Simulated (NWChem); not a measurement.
System: C4H7N; SMILES C#CCNC

The following NWChem deck was run.

```
start job
memory heap 200 mb stack 900 mb global 1100 mb
geometry units angstroms noautoz
  C      0.497907    -2.282399    -0.122211
  C     -0.158496    -1.261038     0.018928
  C     -0.935195    -0.032325     0.222315
  N     -0.351214     1.124440    -0.447904
  C      0.886684     1.589102     0.153164
  H      1.072675    -3.187512    -0.257861
  H     -1.061931     0.106958     1.332970
  H     -1.957938    -0.192050    -0.184188
  H     -1.045560     1.879047    -0.460597
  H      0.812236     1.842988     1.244349
  H      1.252459     2.486098    -0.385163
  H      1.664083     0.803057     0.055373
end
basis spherical
  C library def2-svp
  N library def2-svp
  H library def2-svp
end
dft
  xc xwpbe 0.80 cpbe96 1.0 hfexch 1.00
  cam 0.2 cam_alpha 0.2 cam_beta 0.8
  iterations 150
  mulliken
end
task dft energy
```

Excerpt of the output:

```
             Northwest Computational Chemistry Package (NWChem) 7.3.0
             --------------------------------------------------------

 C1  symmetry detected

                             Geometry "geometry" -> ""
                             -------------------------

 Output coordinates in angstroms (scale by  1.889725989 to convert to a.u.)

  No.       Tag          Charge          X              Y              Z
 ---- ---------------- ---------- -------------- -------------- --------------
    1 C                    6.0000     0.52127720    -2.26878130    -0.11954465
    2 C                    6.0000    -0.14488402    -1.25451814     0.02695745
    3 C                    6.0000    -0.93295938    -0.03413783     0.23665340
    4 N                    7.0000    -0.36919666     1.12780482    -0.44186958
    5 C                    6.0000     0.86990103     1.60730268     0.14490441
    6 H                    1.0000     1.10457887    -3.16770081    -0.25987142
    7 H                    1.0000    -1.04918013     0.10577957     1.34837826
    8 H                    1.0000    -1.95821135    -0.20596793    -0.15843243
    9 H                    1.0000    -1.07199607     1.87462516    -0.44831724
   10 H                    1.0000     0.80447506     1.86236085     1.23639425
   11 H                    1.0000     1.21980661     2.50731180    -0.39891431
   12 H                    1.0000     1.65489462     0.82976512     0.04002627

 Effective nuclear repulsion energy (a.u.)     157.9144328984

  pbe96 is a nonlocal functional; adding pw91lda local functional.

                                 NWChem DFT Module
                                 -----------------

 Summary of "ao basis" -> "ao basis" (spherical)
 ------------------------------------------------------------------------------
       Tag                 Description            Shells   Functions and Types
 ---------------- ------------------------------  ------  ---------------------
 C                          def2-svp                 6       14   3s2p1d
 N                          def2-svp                 6       14   3s2p1d
 H                          def2-svp                 3        5   2s1p

            General Information
            -------------------
          SCF calculation type: DFT
          Wavefunction type:  closed shell.
          No. of atoms     :    12
          No. of electrons :    38
           Alpha electrons :    19
            Beta electrons :    19
          Charge           :     0
          Spin multiplicity:     1
          Use of symmetry is: off; symmetry adaption is: off
          Maximum number of iterations: 150
          AO basis - number of functions:   105
                     number of shells:    51
          Convergence on energy requested:  1.00D-06
          Convergence on density requested:  1.00D-05
          Convergence on gradient requested:  5.00D-04

              XC Information
              --------------
                     Hartree-Fock (Exact) Exchange  1.000
                     LC-wPBE(h)Exchange Functional  0.800
            Perdew 1991 LDA Correlation Functional  1.000 local
           PerdewBurkeErnz. Correlation Functional  1.000 non-local

           Range-Separation Parameters
           ---------------------------
           Alpha           :  0.20
           Beta            :  0.80
           Gamma           :  0.20
           Short-Range HF  :     F

             Grid Information
             ----------------
          Grid used for XC integration:  medium
          Radial quadrature: Mura-Knowles
          Angular quadrature: Lebedev.
          Tag              B.-S. Rad. Rad. Pts. Rad. Cut. Ang. Pts.
          ---              ---------- --------- --------- ---------
          C                   0.70       49          12.0       434
          N                   0.65       49          11.0       434
          H                   0.35       45          13.0       434
          Grid pruning is: on
          Number of quadrature shells:   560
          Spatial weights used:  Erf1

      Superposition of Atomic Density Guess
      -------------------------------------

 Sum of atomic energies:        -208.23837677

      Non-variational initial energy
      ------------------------------

 Total energy =    -211.228787
 1-e energy   =    -591.301228
 2-e energy   =     222.158009
 HOMO         =      -0.281882
 LUMO         =       0.036916

     ---------------------------------------------
      Total Density - Mulliken Population Analysis
     ---------------------------------------------

    Atom       Charge   Shell Charges
 -----------   ------   -------------------------------------------------------
    1 C    6     6.46   1.99  0.99  0.64  1.95  0.86  0.03
    2 C    6     5.91   1.99  0.98  0.24  1.90  0.76  0.04
    3 C    6     5.83   1.99  0.94  0.11  1.86  0.88  0.05
    4 N    7     7.53   1.99  1.04  0.49  2.43  1.56  0.02
    5 C    6     6.07   1.99  0.94  0.20  1.94  0.96  0.04
    6 H    1     0.87   0.62  0.22  0.03
    7 H    1     0.91   0.67  0.22  0.02
    8 H    1     0.90   0.67  0.21  0.02
    9 H    1     0.77   0.61  0.12  0.04
   10 H    1     0.94   0.68  0.23  0.02
   11 H    1     0.91   0.68  0.21  0.02
   12 H    1     0.92   0.68  0.21  0.02

   convergence    iter        energy       DeltaE   RMS-Dens  Diis-err
 ---------------- ----- ----------------- --------- --------- ---------
 d= 0,ls=0.0,diis     1   -210.8731622650 -3.69D+02  7.20D-03  4.17D-01
 d= 0,ls=0.0,diis     2   -210.9157907751 -4.26D-02  2.49D-03  9.25D-02
 d= 0,ls=0.0,diis     3   -210.9234550367 -7.66D-03  1.09D-03  2.49D-02
 d= 0,ls=0.0,diis     4   -210.9259982363 -2.54D-03  3.38D-04  3.18D-03
 d= 0,ls=0.0,diis     5   -210.9263677985 -3.70D-04  1.13D-04  1.35D-04
  Resetting Diis
 d= 0,ls=0.0,diis     6   -210.9263841018 -1.63D-05  3.56D-05  1.53D-05
 d= 0,ls=0.0,diis     7   -210.9263861273 -2.03D-06  1.87D-05  7.78D-07
 d= 0,ls=0.0,diis     8   -210.9263862409 -1.14D-07  5.42D-06  5.74D-07

         Total DFT energy =     -210.926386240941
      One electron energy =     -595.972234317174
           Coulomb energy =      257.986472154027
    Exchange-Corr. energy =      -30.855056976157
 Nuclear repulsion energy =      157.914432898362

 Numeric. integr. density =       38.000015968576

                       DFT Final Molecular Orbital Analysis
                       ------------------------------------

 Vector   17  Occ=2.000000D+00  E=-3.560196D-01
              MO Center=  1.5D-01, -1.6D+00, -4.9D-02, r^2= 1.8D+00
   Bfn.  Coefficient  Atom+Function         Bfn.  Coefficient  Atom+Function
  ----- ------------  ---------------      ----- ------------  ---------------
     4      0.269181   1 C  px               18      0.264381   2 C  px
     6     -0.244399   1 C  pz               20     -0.239938   2 C  pz
     5      0.213645   1 C  py               19      0.206516   2 C  py
     7      0.154114   1 C  px               22      0.147293   2 C  py
     9     -0.145786   1 C  pz                8      0.141909   1 C  py

 Vector   18  Occ=2.000000D+00  E=-3.489722D-01
              MO Center=  9.4D-02, -1.5D+00, -3.6D-02, r^2= 2.2D+00
   Bfn.  Coefficient  Atom+Function         Bfn.  Coefficient  Atom+Function
  ----- ------------  ---------------      ----- ------------  ---------------
     6      0.341847   1 C  pz               20      0.311877   2 C  pz
     4      0.221439   1 C  px               18      0.217340   2 C  px
     9      0.210215   1 C  pz               23      0.183146   2 C  pz
     7      0.139752   1 C  px               21      0.140016   2 C  px
    81      0.135379   8 H  s                 5      0.101431   1 C  py

 Vector   19  Occ=2.000000D+00  E=-3.084725D-01
              MO Center= -2.4D-01,  9.8D-01, -2.4D-01, r^2= 2.0D+00
   Bfn.  Coefficient  Atom+Function         Bfn.  Coefficient  Atom+Function
  ----- ------------  ---------------      ----- ------------  ---------------
    48      0.490569   4 N  pz               51     -0.409988   4 N  pz
    45      0.215136   4 N  s                91      0.190671  10 H  s
    76      0.186682   7 H  s                92      0.168386  10 H  s
    77      0.154089   7 H  s                44      0.147179   4 N  s
    22     -0.139264   2 C  py               47      0.136716   4 N  py

 Vector   20  Occ=0.000000D+00  E= 9.671659D-02
              MO Center= -3.7D-01, -4.9D-01, -3.5D-02, r^2= 5.6D+00
   Bfn.  Coefficient  Atom+Function         Bfn.  Coefficient  Atom+Function
  ----- ------------  ---------------      ----- ------------  ---------------
    31      0.788374   3 C  s                45      0.705553   4 N  s
    87     -0.587588   9 H  s                82     -0.573619   8 H  s
    22     -0.539609   2 C  py                7      0.480745   1 C  px
    77     -0.347710   7 H  s                36     -0.315219   3 C  py
     3     -0.308514   1 C  s                59      0.309397   5 C  s

 Vector   21  Occ=0.000000D+00  E= 1.158254D-01
              MO Center= -9.2D-02, -1.3D+00,  1.6D-01, r^2= 3.6D+00
   Bfn.  Coefficient  Atom+Function         Bfn.  Coefficient  Atom+Function
  ----- ------------  ---------------      ----- ------------  ---------------
    77      0.677855   7 H  s                 9      0.580638   1 C  pz
    23     -0.516611   2 C  pz               82     -0.442337   8 H  s
    21     -0.363300   2 C  px               20     -0.359750   2 C  pz
     6      0.326510   1 C  pz               37     -0.280448   3 C  pz
    31     -0.278738   3 C  s                59     -0.256417   5 C  s

[...]
```

Level: LRC-wPBEh/def2-SVP. Coordinates come from a PBE-D3(BJ)/def2-SVP optimisation.
